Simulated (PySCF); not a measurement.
A run for PySCF: R-HF/STO-3G on H3NSSi (SMILES N[Si]S), a point of a torsion scan.

```python
from pyscf import gto, scf, dft, mp
from pyscf.data.elements import chemcore

mol = gto.M(
    atom='''
    N    -1.10988414    0.08429675    0.16411961
    Si    0.13989516   -0.74083364    0.98778836
    S     1.85653197    0.47159786    0.34596334
    H    -1.00778568    0.89496413   -0.43287209
    H    -2.06960528   -0.20854755    0.23269718
    H     1.22716827    1.35339657   -0.42145321
    ''',
    basis='sto-3g',
    charge=0, spin=0, verbose=3, max_memory=1800)
mf = scf.RHF(mol)
mf.conv_tol = 1e-8
mf.max_cycle = 100
mf.kernel()
if not mf.converged:
    mf = mf.newton().run(mf.mo_coeff, mf.mo_occ)
```

Output:

```
converged SCF energy = -734.262118554344
```

The run converged.

Cost: very roughly 0.3 core-seconds.
